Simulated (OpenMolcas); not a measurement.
Computed levels of 4s² 4p³ in ions with 33 electrons, in cm-1 above ⁴S°_3/2.

```yaml
Program: OpenMolcas 26.06
Method: XMS-RASPT2, IPEA 0.25 Eh, imaginary shift 0.1 Eh
Basis: ANO-RCC-VTZP
Scalar_Hamiltonian: DKH2, point nucleus
Spin-orbit_coupling: RASSI with atomic mean-field integrals over the reference wave functions, term energies averaged over their components
```

Active space for each ion: 5 electrons in 9 orbitals (RAS2 4s 4p; RAS3 4d, at most 2 electrons); closed shells correlated by CASPT2: 3d.

```json
{"Level": "²D°_3/2", "Se+": "14130", "Kr3+": "18360"}
{"Level": "²D°_5/2", "Se+": "14590", "Kr3+": "19680"}
{"Level": "²P°_1/2", "Se+": "24340", "Kr3+": "32770"}
{"Level": "²P°_3/2", "Se+": "24920", "Kr3+": "34550"}
```

Q: Estimate ²D°_3/2, ²D°_5/2 for Br2+ from its neighbours Se+ and Kr3+.

A: ²D°_3/2 is another term, which grows about linearly with the charge: (14130 + 18360) / 2 = 16245. The calculation gives 16380, so the estimate is off by -0.8 %.
²D°_5/2 is another term, which grows about linearly with the charge: (14590 + 19680) / 2 = 17135. The calculation gives 17210, so the estimate is off by -0.4 %.

CASPT2 does not keep the components of a term degenerate, so their means are used; among the terms shown or strongly mixed into the levels shown the widest spread is 64 cm-1 (4s² 4p³ ²D°, Se+). Over all roots computed the reference weight is 0.93 to 0.99 in Br2+; the roots of lowest weight are the least certain, and an intruder state may touch them. The run also gave levels led by 4s² 4p² 4d, which use shells meant for correlation; these and all levels above them are left out. Levels of configurations outside the active space are missing.

° marks odd parity.
